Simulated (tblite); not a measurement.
Compound: C5H6F4Si.
Z-matrix (Å and degrees, GFN2-xTB geometry), rows numbered from 1:
```
F 
C   1  1.3760
C   2  1.5090  1  109.36
Si  3  1.8842  2  123.90  1   -96.56
C   3  1.5472  2  118.71  1  -177.23
C   5  1.4543  3  119.99  4  -110.99
F   6  1.3558  5  116.77  3    48.59
C   6  1.3321  5  126.03  3  -135.18
F   8  1.3296  6  126.25  5  -175.32
F   8  1.3342  6  122.94  5     3.98
H   2  1.0928  1  106.36  3  -122.47
H   2  1.0979  1  106.45  3   120.52
H   3  1.0860  2  110.05  1    51.79
H   4  1.4490  3  118.00  5   -99.64
H   4  1.4474  3  117.99  5    99.52
H   5  1.0829  3  114.23  4   113.51
```

Computed with GFN2-xTB (tblite): harmonic, unscaled wavenumbers at the GFN2-xTB geometry, gas phase. This tight-binding method is rough: wavenumbers can miss measured ones by several per cent, in bad cases by 10 to 20. Modes of hydrogen on silicon can be 10 to 20 % off. One conformer, not necessarily the lowest.

Harmonic wavenumbers (cm⁻¹): 37.6, 65.9, 96.4, 107.8, 163.6, 180.0, 226.9, 275.5, 303.8, 381.2, 411.8, 422.6, 458.2, 484.4, 525.9, 540.3, 580.9, 673.2, 704.5, 716.0, 773.2, 935.5, 944.4, 970.7, 1032.1, 1039.5, 1068.1, 1153.2, 1194.9, 1214.6, 1241.6, 1284.1, 1303.2, 1345.4, 1452.3, 1757.9, 2392.2, 2415.4, 2906.5, 2970.4, 3016.6, 3054.0.

A = 1737, B = 613.0, C = 559.7 MHz; mass 170.017 u (most abundant isotopes); point group C1, symmetry number 1.

What is the zero-point energy?

½Σν̃ = 21411 cm⁻¹ = 256.13 kJ/mol.

What is S at 500 K and 1 bar for an ideal gas of classical rigid rotors and harmonic oscillators?

Translation 183.66, rotation 134.76, vibration 232.96: S = 551.4 J/(mol K).

And Cp and H(500 K) − H(0)?

Cp = 239.93 J/(mol K), of which vibrations give 206.67 (their classical limit is 42 R = 349.2); H(500 K) − H(0) = 74.60 kJ/mol without the zero-point energy, 57.98 from vibrations.

What must be added to the electronic energy to get the Gibbs energy at 500 K and 1 bar?

ZPE + [H(500 K) − H(0)] − T·S = 256.13 + 74.60 − 275.69 = 55.04 kJ/mol.

Blend soft modes into free rotors: weight 1/[1 + (100 cm⁻¹/ν̃)⁴] for the oscillator and the rest for a rotor with moment μB/(μ + B), μ = h/(8π²ν), B = 10⁻⁴⁴ kg m². What vibrational entropy results?

214.23 J/(mol K) in place of 232.96, which changes −T·S at 500 K by +9.37 kJ/mol.

How do the functions run with temperature in this model?

```json
{"T (K)": "150", "S (J/(mol K))": "347.4", "Cp (J/(mol K))": "110.5", "H − H(0) (kJ/mol)": "10.76", "G − H(0) (kJ/mol)": "-41.36", "ln q(vib)": "3.68"}
{"T (K)": "250", "S (J/(mol K))": "414.8", "Cp (J/(mol K))": "156.1", "H − H(0) (kJ/mol)": "24.14", "G − H(0) (kJ/mol)": "-79.57", "ln q(vib)": "6.75"}
{"T (K)": "298.15", "S (J/(mol K))": "444.0", "Cp (J/(mol K))": "175.9", "H − H(0) (kJ/mol)": "32.14", "G − H(0) (kJ/mol)": "-100.25", "ln q(vib)": "8.21"}
{"T (K)": "400", "S (J/(mol K))": "501.0", "Cp (J/(mol K))": "211.9", "H − H(0) (kJ/mol)": "51.96", "G − H(0) (kJ/mol)": "-148.43", "ln q(vib)": "11.22"}
{"T (K)": "600", "S (J/(mol K))": "597.1", "Cp (J/(mol K))": "261.9", "H − H(0) (kJ/mol)": "99.74", "G − H(0) (kJ/mol)": "-258.55", "ln q(vib)": "16.80"}
{"T (K)": "900", "S (J/(mol K))": "712.4", "Cp (J/(mol K))": "305.3", "H − H(0) (kJ/mol)": "185.48", "G − H(0) (kJ/mol)": "-455.71", "ln q(vib)": "24.25"}
```

q(vib) and H(0) count from the zero-point level.

Hindered rotation and anharmonicity are outside this model. Other conformers, if any are populated, would add a mixing term that is left out. The structure is chiral; the term R ln 2 for an equal mix with its mirror image is left out.
